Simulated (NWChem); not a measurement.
Species: ZnF$_{2}$ anion, doublet; SMILES of the neutral closed-shell parent [Zn]([F])[F]

```xyz
3

Zn     0.0000     0.0000     0.3592
F      1.6310     0.0000    -0.5987
F     -1.6310     0.0000    -0.5987
```
Atoms are numbered in this order, from 1.

Results from NWChem. Spin-unrestricted. In the optimisation the excess spin sits in a1 (C2v, its own frame). Sets without diffuse functions describe the anion's extra electron poorly. Structure relaxed at the B3LYP/def2-SVPD, spin-unrestricted level. The spin multiplicity was typed, not searched, and may not be the lowest. No stability test was run on the SCF state.

Taking UHF/pcseg-2 as the yardstick, which of these has the fewest basis functions while keeping “highest occupied level (eV)” within 0.05 eV of it: UHF/pcseg-1; UHF/def2-SVP; UHF/aug-pcseg-1?

none of them.
```tsv
level	basis functions	highest occupied level (eV)	relative time (rough)
UHF/pcseg-1	59	-1.31	1
UHF/def2-SVP	59	-1.28	1
UHF/aug-pcseg-1	93	-2.09	3
UHF/pcseg-2	116	-1.74	7
```

The yardstick is one finite set, not the basis-set limit.
